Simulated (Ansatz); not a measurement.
Process, species as SMILES: [BH] (BH) (closed-shell singlet) → B atom + H atom
B3LYP-D3(BJ)/def2-TZVP geometries, fixed; electronic energies without zero-point terms.
Largest species:
```xyz
2

B      0.0000     0.0000    -0.2055
H      0.0000     0.0000     1.0276
```

Basis-set convergence of the atomisation energy at PBE with Ansatz (a program for electronic structure). Cartesian d functions, on some or all atoms, in 6-31G*, 6-31+G*; all else is spherical. The program fits the integrals of some runs and decomposes those of others, by size. Open shells are unrestricted. No added dispersion term, no relativity. Functions are those of the species that has most. Reference: the value in aug-cc-pV5Z, 81.16 kcal/mol, itself unsure by roughly 0.04 kcal/mol (its mean distance from pcseg-4, aug-pcseg-3, aug-cc-pVQZ). Deviations are taken from unrounded values.

| basis | functions | atomisation energy (kcal/mol) |
|---|---|---|
| 6-31G* | 17 | 81.41 |
| 6-31+G* | 21 | 81.35 |
| cc-pVDZ | 19 | 79.38 |
| aug-cc-pVDZ | 32 | 79.76 |
| def2-SVP | 19 | 80.58 |
| def2-SVPD | 28 | 80.87 |
| pcseg-1 | 19 | 80.13 |
| aug-pcseg-1 | 32 | 80.63 |
| 6-311G** | 24 | 80.81 |
| 6-311+G** | 28 | 80.86 |
| def2-TZVP | 37 | 81.05 |
| def2-TZVPD | 46 | 81.08 |
| cc-pVTZ | 44 | 81.07 |
| aug-cc-pVTZ | 69 | 81.10 |
| pcseg-2 | 44 | 81.09 |
| aug-pcseg-2 | 69 | 81.14 |
| def2-TZVPP | 45 | 81.12 |
| def2-TZVPPD | 54 | 81.17 |
| cc-pVQZ | 85 | 81.19 |
| aug-cc-pVQZ | 126 | 81.22 |
| def2-QZVPP | 87 | 81.07 |
| def2-QZVPPD | 96 | 81.13 |
| pcseg-3 | 93 | 81.09 |
| aug-pcseg-3 | 134 | 81.14 |
| cc-pV5Z | 146 | 81.12 |
| aug-cc-pV5Z | 207 | 81.16 |

What the diffuse functions change, pair by pair:
- 6-31G* to 6-31+G*: 4 more functions, deviation 0.25 to 0.19 kcal/mol
- cc-pVDZ to aug-cc-pVDZ: 13 more functions, deviation -1.78 to -1.39 kcal/mol
- def2-SVP to def2-SVPD: 9 more functions, deviation -0.58 to -0.29 kcal/mol
- pcseg-1 to aug-pcseg-1: 13 more functions, deviation -1.03 to -0.53 kcal/mol
- 6-311G** to 6-311+G**: 4 more functions, deviation -0.35 to -0.30 kcal/mol
- def2-TZVP to def2-TZVPD: 9 more functions, deviation -0.11 to -0.08 kcal/mol
- cc-pVTZ to aug-cc-pVTZ: 25 more functions, deviation -0.09 to -0.06 kcal/mol
- pcseg-2 to aug-pcseg-2: 25 more functions, deviation -0.07 to -0.02 kcal/mol
- def2-TZVPP to def2-TZVPPD: 9 more functions, deviation -0.04 to 0.01 kcal/mol
- cc-pVQZ to aug-cc-pVQZ: 41 more functions, deviation 0.03 to 0.06 kcal/mol
- def2-QZVPP to def2-QZVPPD: 9 more functions, deviation -0.09 to -0.03 kcal/mol
- pcseg-3 to aug-pcseg-3: 41 more functions, deviation -0.07 to -0.02 kcal/mol
- cc-pV5Z to aug-cc-pV5Z: 61 more functions, deviation -0.04 to 0.00 kcal/mol

Leaving out the reference's own pair, they bring the value nearer the reference by more than 0.04 kcal/mol in 8 of 12 pairs.
